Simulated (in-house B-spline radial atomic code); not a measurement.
**Ionising Cr VII (Cr6+) with different functionals**

Computed with a B-spline radial code for spherical atoms: non-relativistic Hamiltonian, point nucleus, spin-polarised at highest spin, spherical fractional occupations for the functionals, the average over the highest-spin determinants for Hartree-Fock. The ionisation energy is the difference of two self-consistent energies, [Ne] 3s2 3p6 → [Ne] 3s2 3p5, without Breit or QED terms; ε is the level of the shell that loses the electron (its least bound occupied spin orbital).

Hybrids are left out here: with spherical fractional occupations of an open shell their exact exchange keeps a self-interaction that integer-occupation calculations don't have.

| method | rung | ΔSCF (eV) | -ε(3p) (eV) |
| --- | --- | --- | --- |
| Hartree-Fock | Hartree-Fock | 159.25 | 160.32 |
| LDA VWN5 | LDA | 160.31 | 148.37 |
| LDA PW92 | LDA | ? | ? |
| LDA exchange-only | LDA | 158.22 | 146.36 |
| PBE | GGA | 160.30 | 148.41 |
| PBEsol | GGA | 160.17 | 148.26 |
| BLYP | GGA | 160.13 | 148.24 |
| RPBE | GGA | 160.29 | 148.41 |
| PW91 | GGA | 160.44 | 148.53 |
| BP86 | GGA | 160.41 | 148.50 |
| AM05 | GGA | 160.15 | 148.23 |
| OLYP | GGA | ? | ? |
| TPSS | meta-GGA | 160.58 | 148.75 |
| SCAN | meta-GGA | 161.20 | 149.55 |
| r2SCAN | meta-GGA | 161.14 | 149.51 |
| M06-L | meta-GGA | 161.27 | 149.56 |
| revTPSS | meta-GGA | 160.47 | 148.65 |

Question: What does OLYP give?

Answer: ΔSCF 160.71 eV, and -ε(3p) = 148.87 eV.

Question: What does LDA PW92 give?

Answer: ΔSCF 160.30 eV, and -ε(3p) = 148.36 eV.

Question: How do they compare with the NIST value?

Answer: NIST lists 160.29 eV ± 0.06 (semi-empirical, ground level to ground level). Errors run from -2.07 to +0.98 eV; RPBE is closest (+0.00 eV), though others lie within the uncertainty of it, and part of that can be cancellation, since the calculations leave out relativity, Breit-QED terms, multiplet and fine-structure energies. Hartree-Fock also lacks correlation.
